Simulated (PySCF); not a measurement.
Compound: C₇H₁₁BO₂.
SMILES with atom numbers: `[BH2-:1]1[O:2][CH:3]=[CH:4][C:5]([CH:6]2[CH2:7][CH2:8][CH2:9]2)=[O+:10]1`

Geometry (PBE0-D3(BJ)/def2-SVP, Å), atoms numbered from 1 in this order:
```xyz
21
C7H11BO2 angstrom
B      1.6004    1.1442   -0.4886
O      1.8509   -0.3587   -0.5873
C      0.9654   -1.1388   -0.1144
C     -0.3226   -0.7402    0.2143
C     -0.7386    0.5166   -0.2681
C     -2.1768    0.9050   -0.3400
C     -2.9920    0.7148    0.9716
C     -3.9176   -0.2985    0.2701
C     -3.1325   -0.1031   -1.0419
O      0.1023    1.3527   -0.7303
H      2.2178    1.7084   -1.3644
H      1.8376    1.4892    0.6626
H      1.2628   -2.1952   -0.0299
H     -1.0395   -1.4605    0.6049
H     -2.2160    1.9218   -0.7515
H     -3.4817    1.6397    1.3059
H     -2.4093    0.3182    1.8152
H     -3.8713   -1.3177    0.6814
H     -4.9758   -0.0048    0.2248
H     -3.7045    0.3511   -1.8628
H     -2.6336   -1.0020   -1.4312
```

NICS is the negative of the GIAO shielding at a point without a nucleus: at the ring centre (0) and 1 Å above and below it (1); zz is the component along the ring normal. Level: GIAO PBE0/pcSseg-1 (PySCF, non-relativistic, gas phase) on the PBE0-D3(BJ)/def2-SVP geometry, one conformer.

Ring bond lengths (Å), with Mayer bond orders in brackets: B1–O2 1.527 (0.68), O2–C3 1.271 (1.39), C3–C4 1.388 (1.43), C4–C5 1.409 (1.29), C5–O10 1.273 (1.39), O10–B1 1.532 (0.66); C6–C7 1.556 (0.99), C7–C8 1.541 (1.04), C8–C9 1.541 (1.04), C9–C6 1.556 (0.98).

Give the NICS values of each ring in ppm.

| ring | type | NICS(0) | NICS(1), two faces | NICS(1)zz, two faces | rms pucker (Å) | centre to ring atoms, mean (Å) |
| --- | --- | --- | --- | --- | --- | --- |
| B1–O2–C3–C4–C5–O10 | 6-membered ring with B and 2 O; formal bonds 2 double, 4 single | 2.4 | -1.2 / -0.3 | 3.7 / 4.3 | 0.16 | 1.38 |
| C6–C7–C8–C9 | 4-membered carbocycle; formal bonds all single | 2.6 | 0.5 / 0.9 | 3.8 / 3.6 | 0.01 | 1.10 |

What do they say, and how far can they be read as aromaticity?

- B1–O2–C3–C4–C5–O10: mean NICS(1)zz 4.0 ppm, deshielded. B1 has four or more neighbours; no verdict on aromaticity is drawn.
- C6–C7–C8–C9: mean NICS(1)zz 3.7 ppm, deshielded. C6, C7, C8, C9 have four or more neighbours, and the NICS criterion for π rings isn't applied.

What field does 11.7 T along the ring normal induce along that normal at the first NICS(1) probe listed for ring C6–C7–C8–C9, 1 Å off the ring?

NICSzz × B0 = 3.8 ppm × 11.7 T = 44 μT, along the applied field.

What are the shieldings of the ring atoms and their hydrogens in the same run (means over atoms taken as equivalent)?

```csv
atoms,environment,σ isotropic (ppm)
B1,four-coordinate boron,101.3
O2,boron-bound oxygen,62.6
C3,vinylic carbon bearing oxygen,-1.0
C4,alkene CH carbon,82.8
C5,carbon bonded to 2 C and O,-23.2
C6,four-membered-ring carbon,142.9
C7 (×2),four-membered-ring carbon,158.6
C8,four-membered-ring carbon,166.6
O10,oxygen bonded to B and C,32.3
H11 (×2),B–H hydrogen,27.55
H13,vinylic hydrogen,23.51
H14,vinylic hydrogen,25.47
H15,methine hydrogen,28.35
H16 (×2),methylene hydrogen,28.79
```

The list is cut; further classes of hydrogen are left out.

How do the values depend on the level or the medium?

```json
{"level": "PBE0/pcSseg-1, gas", "NICS(0), B1–O2–C3–C4–C5–O10": "2.4", "mean NICS(1)zz, B1–O2–C3–C4–C5–O10": "4.0", "NICS(0), C6–C7–C8–C9": "2.6", "mean NICS(1)zz, C6–C7–C8–C9": "3.7"}
{"level": "mPW1PW91/pcSseg-1, gas", "NICS(0), B1–O2–C3–C4–C5–O10": "2.3", "mean NICS(1)zz, B1–O2–C3–C4–C5–O10": "4.0", "NICS(0), C6–C7–C8–C9": "2.5", "mean NICS(1)zz, C6–C7–C8–C9": "3.6"}
{"level": "PBE0/pcSseg-1, IEF-PCM acetone", "NICS(0), B1–O2–C3–C4–C5–O10": "1.9", "mean NICS(1)zz, B1–O2–C3–C4–C5–O10": "2.9", "NICS(0), C6–C7–C8–C9": "2.6", "mean NICS(1)zz, C6–C7–C8–C9": "3.9"}
{"level": "PBE0/pcSseg-1, IEF-PCM chloroform", "NICS(0), B1–O2–C3–C4–C5–O10": "2.0", "mean NICS(1)zz, B1–O2–C3–C4–C5–O10": "3.1", "NICS(0), C6–C7–C8–C9": "2.6", "mean NICS(1)zz, C6–C7–C8–C9": "3.8"}
```

The geometry is the same throughout; the continuum's cavity takes Bondi-type radii × 1.2.
